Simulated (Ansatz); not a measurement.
Species: P2H5, net charge 1, singlet state. It need not be the lowest isomer of its formula. 
Structure (B3LYP-D3(BJ)/def2-TZVP (Ansatz, an electronic-structure program) minimum search):
SMILES: [PH3+]P
```xyz
7

P      1.0537    -0.0456     0.5334
P     -0.9516     0.0721    -0.3813
H      1.6206     0.6030    -0.5947
H      1.2315    -1.3516     0.0068
H     -1.8593    -0.7148     0.3375
H     -1.4421     1.3812    -0.3076
H     -1.0824    -0.3147    -1.7226
```
Charge +1, spin multiplicity 1.

Basis-set convergence of Hartree-Fock and MP2 correlation energies (hartree) with Ansatz. Cores are frozen in the correlated levels unless marked. No spin-orbit coupling. No relativistic terms.

```
basis        functions       E(HF)  E(corr, MP2)
-----------  ---------  ----------  ------------
cc-pV(D+d)Z         71  -684.13468      -0.24637
cc-pV(T+d)Z        148         ___           ___
```

Complete the blanks.


- cc-pV(T+d)Z, E(HF): -684.16506
- cc-pV(T+d)Z, E(corr, MP2): -0.30903
